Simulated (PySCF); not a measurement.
## ZnS at PBE0

Computed with PBE0; basis Zn 6-31G(d,p), S 6-31G(d,p); no relativity; PySCF 2.14.

| Property | Result |
| --- | --- |
| state | ¹Σ⁺ (singlet), closed shell |
| bond length | 2.028 Å |
| harmonic wavenumber | 482 cm⁻¹ |
| force constant | 2.92 mdyn/Å |
| rotational constant Be | 0.1922 cm⁻¹ |
| anharmonicity ωexe | 2.01 cm⁻¹ |
| vibration–rotation constant αe | 0.00103 cm⁻¹ |
| well depth De to Zn + S | 1.92 eV |
| dissociation energy D0 | 1.89 eV |
| HOMO–LUMO gap | 2.43 eV |
| bond order (Mayer) | 1.88 |
| dipole moment (positive dipole means Zn(−)S(+)) | -5.93 D |
